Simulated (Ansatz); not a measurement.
```yaml
crystal:
  periodic: [false, false, false]
  atoms:
    - {symbol: N, position_ang: [-0.593714, 2.711643, -1.340331]}
    - {symbol: Cd, position_ang: [0.074940, 0.991082, -0.746661]}
    - {symbol: O, position_ang: [0.785090, -0.759560, 0.151144]}
    - {symbol: Si, position_ang: [0.351157, -1.953990, 0.896471]}
    - {symbol: H, position_ang: [-0.107159, 3.528826, -0.890741]}
    - {symbol: H, position_ang: [-0.622848, 2.807312, -2.156636]}
    - {symbol: H, position_ang: [-0.903355, -2.655927, 0.368689]}
    - {symbol: H, position_ang: [1.464010, -3.049137, 1.324589]}
    - {symbol: H, position_ang: [-0.205175, -1.614664, 2.454242]}
basis:
  gaussian: {orbitals: STO-3G}
magnetization: {spin_polarized: true, initial_magnetization: 6}
hamiltonian: {xc: {name: B2GP-PLYP}}
output: {forces: true}
```

```sh
$ ansatz run in.yaml --threads 4 --pin off --events-out ev --progress --plain --max-ram 10444MiB
```

Output, abridged:

```
Functional definition: B2GP-PLYP
665 factors; integrals over basis functions are off by at most 6.1e-4 eV
mean field evaluation 1: about -158610.7197 eV, gradient 1.2e1 eV
mean field evaluation 2: about -158610.8496 eV, gradient 1.2e1 eV
mean field evaluation 4: about -158612.7136 eV, gradient 4.7e0 eV
mean field evaluation 8: about -158613.2039 eV, gradient 9.6e-1 eV
mean field evaluation 16: about -158613.5625 eV, gradient 1.7e-1 eV
mean field evaluation 32: about -158613.5556 eV, gradient 2.2e-6 eV
mean field -158613.55560059 eV, -5828.9406561921 hartree, gradient 1.6e-6 eV, S^2 12.038995; 6 other end points of the search recorded, 0 dependent functions left out
21 core orbitals not correlated, not the lowest: weight in the atoms' cores, before any rotation towards them, 0.927 or more for the frozen orbitals, at most 0.072 for the correlated occupied ones
reference -158613.55570387 eV, -5828.9406599877 hartree; 23, 17 occupied and 7, 13 virtual orbitals, 665 factors
second order -4.57593350 eV of doubles, -0.00000000 eV of singles
Total energy: -158615.20303993 eV, -5829.0011984713 hartree
Atom 0 at    -0.593714     2.711643    -1.340331 Å, force     0.841775    -3.011281    22.201279 eV/Å
Atom 1 at     0.074940     0.991082    -0.746661 Å, force    -0.501945     2.838674    -1.200209 eV/Å
Atom 2 at     0.785090    -0.759560     0.151144 Å, force     2.714927     8.656821    -4.912235 eV/Å
Atom 3 at     0.351157    -1.953990     0.896471 Å, force    -7.494203    -5.973052     4.839437 eV/Å
Atom 4 at    -0.107159     3.528826    -0.890741 Å, force    -0.356068     0.052957    -0.739142 eV/Å
Atom 5 at    -0.622848     2.807312    -2.156636 Å, force    -0.798319     3.309468   -21.707619 eV/Å
Atom 6 at    -0.903355    -2.655927     0.368689 Å, force    -1.312665     0.682553    -0.422718 eV/Å
Atom 7 at     1.464010    -3.049137     1.324589 Å, force     6.228788    -6.645472     3.745697 eV/Å
Atom 8 at    -0.205175    -1.614664     2.454242 Å, force     0.677709     0.089331    -1.804489 eV/Å
Dipole moment:     0.148628    -0.188466     0.128182 e Å
```

In this input the spin is set far too high for this molecule. The run converged. The result belongs to that input, not to the molecule as meant.
